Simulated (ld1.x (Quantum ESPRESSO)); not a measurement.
# Transferability test, TM potential for K (Z = 19)

```json
{"Element": "potassium (K)", "Generator": "ld1.x (Quantum ESPRESSO) 7.5", "Type": "norm-conserving Troullier–Martins (Kleinman–Bylander form)", "Functional": "PBEsol", "Relativity": "scalar-relativistic", "Frozen core": "[Ne]", "Valence charge": "9", "Reference configuration": "3s2 3p6 4s1 4p0", "Partial waves": "3s (bound): rc 2.05 bohr; 3p (bound): rc 1.95 bohr; 3d channel at 0.2 Ry: rc 2.10 bohr", "Local potential": "the d channel", "Core correction": "none"}
```

Occupied shells without a wave of their own: 4s. They enter only through the test configuration that unscreens the potential.

Energies are relative to the spin-unpolarised reference configuration 3s2 3p6 4s1 4p0; without spin polarisation the order of configurations can differ from experiment. The frozen-core shift is the all-electron ΔE with the core orbitals held at their reference shape minus the fully relaxed ΔE.

| valence configuration | charge | ΔE all-electron (eV) | error AE − PS (meV) | frozen-core shift (meV) |
| --- | --- | --- | --- | --- |
| 3s2 3p6 4s0 4p0 | +1 | 4.217 | -185 | 0.0 |
| 3s2 3p6 4s0.5 4p0 | +0.5 | 1.621 | -67 | 0.0 |
| 3s2 3p6 4s0 4p1 | 0 | 1.517 | -127 | 0.0 |
| 3s2 3p5 4s1 4p0 | +1 | 24.896 | +173 | +3.3 |

Problem. What are ΔE and the potential's error for 3s1 3p6 4s1 4p0?

Solution. ΔE = 41.898 eV all-electron; the error (AE − PS) is +126 meV.

Levels in the configuration 3s2 3p6 4s0 4p1:

```json
{"level": "3s", "all-electron (eV)": "-36.769", "pseudo (eV)": "-37.005"}
{"level": "3p", "all-electron (eV)": "-20.276", "pseudo (eV)": "-20.492"}
{"level": "4p", "all-electron (eV)": "-1.366", "pseudo (eV)": "-1.416"}
```
